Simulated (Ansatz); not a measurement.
Z-matrix (Å, degrees):
```
Ge
C 1 2.007
N 1 1.840 2 106.2
H 1 1.537 2 109.5 3 115.0
H 1 1.542 2 108.2 3 -124.2
O 2 1.200 1 123.0 3 159.7
H 2 1.117 1 116.5 3 -20.7
H 3 1.010 1 115.2 2 -85.2
H 3 1.010 1 114.3 2 148.1
```

Charge 0, multiplicity 1.

Question: List the r2SCAN/def2-TZVPP orbital energies in eV (Ansatz). (An estimate is asked.)

Answer: Ansatz gave: Occupied: -10834.41, -1349.49, -1199.54, -1199.54, -1199.53, -516.18, -385.09, -275.52, -167.71, -117.41, -117.39, -117.38, -30.75, -30.70, -30.68, -30.63, -30.62, -27.94, -22.16, -16.05, -13.88, -12.45, -11.66, -10.45, -10.37, -9.88, -8.77, -6.65, -5.69. Lowest empty: -2.42, 0.06, 0.87, 0.95, 2.15, 2.36, 3.00, 3.19.
